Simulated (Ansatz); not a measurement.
```xyz
6

N    -0.6234    0.7189    0.0542
Ga    0.5626   -0.6487   -0.0489
H    -0.3617    1.6882    0.1108
H    -1.6219    0.5989    0.0617
H     2.0766   -0.2674   -0.0472
H    -0.0322   -2.0899   -0.1306
```

Total charge 0; spin multiplicity 1.

**Question.** List the ωB97M-V/def2-TZVPP orbital energies in eV (Ansatz 0.2.0). (An estimate is asked.)

**Answer.** The calculation gave: Occupied: -10153.09, -1256.61, -1110.80, -1110.69, -1110.68, -393.94, -153.99, -106.50, -106.22, -106.22, -26.42, -25.53, -25.46, -25.44, -25.35, -24.74, -15.78, -15.49, -11.93, -10.69, -9.78. Lowest empty: 0.96, 2.15, 3.27, 3.86, 4.26, 5.27, 6.18, 6.55.
